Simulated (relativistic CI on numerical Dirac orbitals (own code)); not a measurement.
## Level scheme of Tc²⁹⁺

Method of calculation: Dirac-Coulomb-Breit CI, KLI orbitals optimised for each configuration, a model potential for QED, unscaled Slater integrals (own radial code, finite nucleus).

CI space (outside the closed core [Ne]): 3s²3p², 3s3p³, 3s²3p3d, 3p⁴, 3s3p²3d, 3p³3d, 3s3p3d², 3s²3d4p, 3p³4s, 3s3p3d4s, 3p³4p, 3s²3p4s, 3s²3p4p, 3p²3d4p, 3s²3p4d, 3s3p²4s, 3s²3p4f, 3s3p²4p, 3s3p²4d, 3s3p²4f, 3s²3p5s, 3s²3p5p, 3s²4s4p, 3s²3p5d, 3s²3p5f, 3s²3p5g, 3s3p4s², 3s3p²5s, 3s²3d², 3s3d³, 3p²3d², 3p3d³, 3p3d²4s, 3p3d²4p, 3p3d²4d, 3s²3d4s, 3s3d²4s, 3s3p3d4p, 3s3d²4p, 3s3d4s4p, 3s3d4p², 3s3d4p4d, 3p²3d4s, 3p3d4s², 3p3d4s4p, 3p3d4s4d, 3s²4s², 3s3d4s², 3s²4p², 3s3p4s4p, 3s4s²4p, 3s4s4p², 3s4s4p4d. Double excitations out of closed p, d and f shells are left out; levels of such configurations are missing from the list, as are those of other unlisted configurations, and high levels can miss mixing partners. These lack a partner that the ground configuration has and come out too high: 3s3p²4d, 3s3p²4f, 3s3p²5s, 3s²3p4f, 3s²3p5s.

The lowest level is 3s²3p² ³P0, with 78 % of that term; Hund's rules for 3s²3p² give ³P with J = 0, in agreement.

| No. | Configuration | Term | J | E (eV) | % | jj configuration (%) |
| --- | --- | --- | --- | --- | --- | --- |
| 1 | 3s²3p² | ³P | 0 | 0.000 | 78 | 3p1/2^2 (96) |
| 2 | 3s²3p² | ³P | 1 | 22.619 | 98 | 3p1/2 3p3/2 (98) |
| 3 | 3s²3p² | ¹D | 2 | 27.280 | 51 | 3p1/2 3p3/2 (96) |
| 4 | 3s²3p² | ³P | 2 | 53.402 | 51 | 3p3/2^2 (96) |
| 5 | 3s²3p² | ¹S | 0 | 64.379 | 77 | 3p3/2^2 (95) |
| 6 | 3s3p³(4S°) | ⁵S° | 2 | 91.797 | 66 | 3s 3p3/2 (75) |
| 7 | 3s3p³(2D°) | ³D° | 1 | 107.662 | 55 | 3s 3p3/2 (70) |
| 8 | 3s3p³(2D°) | ³D° | 2 | 114.976 | 53 | 3s 3p1/2 3p3/2^2 (75) |
| 9 | 3s3p³(2D°) | ³D° | 3 | 122.066 | 86 | 3s 3p1/2 3p3/2^2 (86) |
| 10 | 3s²3p3d | ³F° | 2 | 128.408 | 35 | 3p1/2 3d3/2 (65) |
| 11 | 3s3p³(2P°) | ³P° | 0 | 132.355 | 89 | 3s 3p1/2 3p3/2^2 (89) |
| 12 | 3s3p³(2P°) | ³P° | 1 | 135.003 | 58 | 3s 3p1/2 3p3/2^2 (73) |
| 13 | 3s²3p3d | ³F° | 2 | 140.558 | 51 | 3s 3p1/2 3p3/2^2 (31) |
| 14 | 3s²3p3d | ³F° | 3 | 146.766 | 82 | 3p1/2 3d5/2 (74) |
| 15 | 3s3p³(4S°) | ³S° | 1 | 147.645 | 44 | 3s 3p1/2 3p3/2^2 (59) |
| 16 | 3s3p³(2P°) | ³P° | 2 | 151.368 | 37 | 3s 3p3/2^3 (37) |
| 17 | 3s²3p3d | ³D° | 1 | 154.519 | 36 | 3p1/2 3d3/2 (73) |
| 18 | 3s²3p3d | ³P° | 2 | 156.790 | 50 | 3p1/2 3d5/2 (36) |
| 19 | 3s²3p3d | ³F° | 4 | 166.461 | 98 | 3p3/2 3d5/2 (98) |
| 20 | 3s²3p3d | ³D° | 1 | 171.709 | 24 | 3p3/2 3d3/2 (53) |
| 21 | 3s²3p3d | ³D° | 2 | 174.014 | 43 | 3p3/2 3d3/2 (70) |
| 22 | 3s²3p3d | ³P° | 0 | 175.188 | 88 | 3p3/2 3d3/2 (88) |
| 23 | 3s²3p3d | ³D° | 3 | 175.284 | 60 | 3p3/2 3d3/2 (53) |
| 24 | 3s²3p3d | ³P° | 1 | 181.026 | 40 | 3s 3p3/2^3 (43) |
| 25 | 3s²3p3d | ³P° | 2 | 183.419 | 32 | 3p3/2 3d5/2 (57) |
| 26 | 3s²3p3d | ¹F° | 3 | 188.881 | 75 | 3p3/2 3d5/2 (66) |
| 27 | 3s²3p3d | ¹P° | 1 | 196.216 | 62 | 3p3/2 3d5/2 (63) |
| 28 | 3s3p²(3P)<4P>3d | ⁵F | 1 | 201.723 | 73 | 3s 3p1/2^2 3d3/2 (76) |
| 29 | 3s3p²(3P)<4P>3d | ⁵F | 2 | 202.640 | 29 | 3s 3p1/2^2 3d3/2 (57) |
| 30 | 3s3p²(3P)<4P>3d | ⁵F | 2 | 208.130 | 34 | 3p3/2^2 (36) |

Energies count from the lowest computed level; ° marks odd parity. Percentages are summed over parent terms; the parents shown are those of the largest component, closed shells are left out there, and <> holds an intermediate term. Filled j subshells are mostly left out of the jj labels.

The mean weight of the leading LS term, summed over parents, in these 30 levels is 59 %, and that of the leading jj configuration (from the same eigenvectors) 70 %, so jj coupling describes them better and the LS labels are nominal.

At this charge energies of transitions that change n are usually good to better than 1 %, and those within a shell (Δn = 0) to a few per cent.

LS names give the leading component of a level, which can be under half, so a name can repeat, a term be missing and a line seem to break the LS rules.
